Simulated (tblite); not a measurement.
C2H12AlN3Si2.
Numbering: `[SiH3:1][N:2]([SiH3:3])[Al:4]1[NH:5][CH2:6][CH2:7][NH:8]1` (hydrogens: H9, H10, H11 on Si1; H12, H13, H14 on Si3; H15 on N5; H16, H17 on C6; H18, H19 on C7; H20 on N8)

Computed with GFN2-xTB (tblite), gas phase: L-BFGS steps from a force-field or distance-geometry start until the largest atomic force falls under 0.01 eV/Å.

Step 57: E = -647.2970 eV
```
atom  x, y, z in Å  |  force x, y, z in eV/Å
Si1    -2.4547    0.0669    1.4523    0.007   0.001   0.004
N2     -1.6618   -0.2832   -0.0552   -0.008  -0.018   0.003
Si3    -2.5581   -0.7806   -1.4588   -0.002   0.005  -0.014
Al4     0.1230    0.0315   -0.0575    0.047   0.023   0.013
N5      1.1429    1.1444    0.8899    0.057   0.014   0.010
C6      2.5057    1.0378    0.3736    0.038   0.013   0.050
C7      2.6979   -0.3178   -0.3320   -0.001   0.012  -0.026
N8      1.4494   -0.7167   -0.9723    0.006  -0.063  -0.074
H9     -1.3794    0.1015    2.4536   -0.027   0.030   0.042
H10    -3.4073   -1.0076    1.7506   -0.016   0.017   0.001
H11    -3.1673    1.3493    1.3936   -0.022  -0.003   0.006
H12    -1.6157   -1.3875   -2.4044    0.014   0.014   0.018
H13    -3.2202    0.3788   -2.0753   -0.006   0.000   0.012
H14    -3.5836   -1.7439   -1.0407    0.019   0.002  -0.013
H15     1.0524    1.9079    1.5462   -0.036  -0.053  -0.053
H16     2.7283    1.8460   -0.3400   -0.061  -0.053   0.025
H17     3.2370    1.1101    1.1877    0.014   0.022   0.023
H18     3.5071   -0.2215   -1.0653   -0.006   0.008  -0.038
H19     3.0195   -1.0621    0.4121   -0.045   0.033  -0.015
H20     1.5798   -1.4427   -1.6612    0.028  -0.003   0.027
```

Step 58: E = -647.2985 eV
```
atom  x, y, z in Å  |  force x, y, z in eV/Å
Si1    -2.4622    0.0679    1.4537   -0.004   0.002   0.016
N2     -1.6622   -0.2792   -0.0513   -0.010  -0.035   0.017
Si3    -2.5525   -0.7814   -1.4576    0.003   0.010  -0.018
Al4     0.1240    0.0299   -0.0532    0.021   0.037   0.038
N5      1.1481    1.1392    0.8940    0.038   0.042   0.034
C6      2.5082    1.0359    0.3705    0.012   0.036   0.067
C7      2.6980   -0.3190   -0.3354    0.013   0.028  -0.017
N8      1.4474   -0.7197   -0.9687    0.003  -0.064  -0.084
H9     -1.3947    0.1056    2.4645   -0.031   0.027   0.022
H10    -3.4169   -1.0076    1.7520    0.008   0.041  -0.015
H11    -3.1745    1.3515    1.3898   -0.017  -0.021   0.007
H12    -1.6042   -1.3801   -2.4042    0.004   0.018   0.030
H13    -3.2148    0.3804   -2.0695   -0.012  -0.009   0.007
H14    -3.5756   -1.7523   -1.0482    0.032   0.015  -0.013
H15     1.0599    1.9057    1.5482   -0.041  -0.073  -0.064
H16     2.7224    1.8442   -0.3453   -0.047  -0.052   0.024
H17     3.2424    1.1130    1.1818    0.018   0.012   0.006
H18     3.5032   -0.2183   -1.0710    0.015  -0.007  -0.070
H19     3.0259   -1.0615    0.4067   -0.044   0.011  -0.001
H20     1.5730   -1.4435   -1.6598    0.041  -0.018   0.015
```

**Question.** Estimate the geometry and energy of step 59. (The exact step hangs on the optimiser's Hessian estimate; all steps are aligned on step 58, rigid shifts and turns removed.)

**Answer.** E = -647.3000 eV, largest force 0.095 eV/Å
```
atom  x, y, z in Å  |  force x, y, z in eV/Å
Si1    -2.4718    0.0695    1.4556   -0.009   0.005   0.021
N2     -1.6631   -0.2744   -0.0462   -0.002  -0.045   0.029
Si3    -2.5449   -0.7819   -1.4568    0.013   0.016  -0.010
Al4     0.1251    0.0308   -0.0465   -0.010   0.028   0.049
N5      1.1559    1.1340    0.9007    0.002   0.042   0.046
C6      2.5119    1.0341    0.3675   -0.015   0.041   0.056
C7      2.6976   -0.3200   -0.3399    0.024   0.033  -0.012
N8      1.4436   -0.7228   -0.9653    0.001  -0.037  -0.063
H9     -1.4140    0.1093    2.4774   -0.033   0.025   0.004
H10    -3.4284   -1.0069    1.7520    0.025   0.058  -0.028
H11    -3.1842    1.3539    1.3869   -0.012  -0.037   0.006
H12    -1.5889   -1.3711   -2.4027   -0.001   0.021   0.037
H13    -3.2091    0.3808   -2.0646   -0.020  -0.013   0.001
H14    -3.5635   -1.7627   -1.0581    0.039   0.025  -0.010
H15     1.0702    1.9025    1.5523   -0.047  -0.063  -0.050
H16     2.7140    1.8406   -0.3524   -0.021  -0.028   0.016
H17     3.2515    1.1177    1.1736    0.019  -0.005  -0.010
H18     3.4972   -0.2150   -1.0800    0.030  -0.021  -0.088
H19     3.0320   -1.0608    0.3998   -0.039  -0.013   0.006
H20     1.5637   -1.4468   -1.6563    0.056  -0.034   0.000
```

The energy changes by -0.0015 eV. The first-order estimate −F·Δx gives -0.0021 eV and the mean of the old and new forces, exact on a quadratic surface, -0.0015 eV. The step makes an angle of 81° with the force vector and moves no atom by more than 0.024 Å.

What follows is the cost of the whole relaxation. On an Arm Neoverse N1 with one thread, shared host with 64 logical CPUs at a one-minute load of 59, this took 2.8 s of wall time.
